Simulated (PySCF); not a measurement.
Identify the unknown among the candidates.

All candidates are C8H10Si.

- Polarisability: 114.5 au [wB97X-D/def2-SVPD]
- Triplet: lowest triplet excitation (Tamm–Dancoff): 4.32 eV [TDA wB97X-D/def2-SVPD]
- Rotational structure: rotational constants A, B, C: 1.949, 1.079, 0.887 GHz [PBE0-D3(BJ)/def2-SVP]
- Dipole: 0.38 D [wB97X-D/def2-SVPD]
- UV, strongest line: among the 10 lowest singlet transitions: S6/S7 at 6.89 eV (180 nm, f = 0.393 summed over these states) [TDDFT wB97X-D/def2-SVPD]
- 13C NMR: chemical shifts (computed TMS as zero) by class: 146.0 (1 C), 141.4 (1 C), 140.7 (2 C), 105.6 (1 C), 88.2 (1 C), 21.2 (2 C) ppm [GIAO PBE0/pcSseg-1]
- Valence photoelectron: vertical ionisation energy: 9.00 eV [ΔSCF wB97X-D/def2-SVPD]

Electronic properties: PySCF, gas phase, density fitting. Levels stand in brackets. Geometry: PBE0-D3(BJ)/def2-SVP, one conformer, isolated molecule. Each NMR value is the plain mean over a class of atoms that symmetry, rotation or inversion makes alike.

Question: Which candidate is it?
A. `C#C[Si]1(C=C)CC=CC1`
B. `c1ccc([C@@H]2C[SiH2]2)cc1`
C. `CC#CC#C/C=C\C[SiH3]`

Answer: A. It is `C#C[Si]1(C=C)CC=CC1`. Numbering: `[CH:1]#[C:2][Si:3]1([CH:4]=[CH2:5])[CH2:6][CH:7]=[CH:8][CH2:9]1`. Its formula, C8H10Si, gives 5 degrees of unsaturation: 1 ring and 4 π bonds in the structure found. 8 carbons fall into 6 classes; from least to most shielded: terminal =CH2 carbon [C5] (146.0 ppm), alkene CH carbon [C4] (141.4 ppm), alkene CH carbon [C7/C8] (140.7 ppm, 2 C), terminal alkyne carbon [C1] (105.6 ppm), alkyne carbon [C2] (88.2 ppm), ring sp3 carbon bound to silicon [C6/C9] (21.2 ppm, 2 C). The first electron is taken from the HOMO, whose largest Löwdin shares are 0.33 on each of 2 atoms of one kind (alkene CH carbon) and 0.08 on each of 2 atoms of one kind (sp3 carbon bound to silicon). By its constants the optimised geometry is an asymmetric top.

The others, at the same levels:
- `CC#CC#C/C=C\C[SiH3]` fails: it has 8 carbon classes against 6; its computed 13C shifts are 154.9 (1 C), 114.2 (1 C), 92.9 (1 C), 89.0 (1 C), 72.9 (1 C), 71.0 (1 C), 16.4 (1 C), 6.0 (1 C) ppm, vertical ionisation energy is 7.95 eV (against 9.00 eV) and lowest triplet excitation (Tamm–Dancoff) is 2.90 eV (against 4.32 eV).
- `c1ccc([C@@H]2C[SiH2]2)cc1` fails: its computed 13C shifts are 149.9 (1 C), 134.0 (2 C), 129.2 (1 C), 128.9 (2 C), 14.4 (1 C), 0.5 (1 C) ppm, vertical ionisation energy is 7.93 eV (against 9.00 eV) and lowest triplet excitation (Tamm–Dancoff) is 3.94 eV (against 4.32 eV).

Each candidate is one conformer, not necessarily the lowest. The conformers computed, where there is a choice (atom-mapped SMILES and torsion angles):
- `[CH3:1][C:2]#[C:3][C:4]#[C:5]/[CH:6]=[CH:7]\[CH2:8][SiH3:9]`: C6–C7–C8–Si9 93°
- `[cH:1]1[cH:2][cH:3][c:4]([C@@H:5]2[CH2:6][SiH2:7]2)[cH:8][cH:9]1`: C3–C4–C5–C6 23°

The conformers of `C#C[Si]1(C=C)CC=CC1` aren't listed.
